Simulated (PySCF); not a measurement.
This script is equivalent to a calculation on N²⁺ (nitrogen, charge +2).

```python
from pyscf import gto, scf, dft, mp, cc
import basis_set_exchange as bse
mol = gto.M(atom="N 0 0 0", charge=2, spin=1, symmetry="D2h",
            basis=gto.basis.parse(bse.get_basis("cc-pVDZ", elements=["N"], fmt="nwchem", header=False)))
mf = dft.UKS(mol, xc="M062X")
mf.irrep_nelec = {'Ag': (2, 2), 'B2u': (1, 0)}
mf.kernel()
```

**Question.** What total energy does it give?

**Answer.** -52.947 hartree (calculated).

**Question.** Which occupied shell lies highest, and where?

**Answer.** 2p α, at -43.125 eV.

**Question.** What is ⟨S²⟩, and what would a pure spin state give?

**Answer.** 0.751, against 0.75.
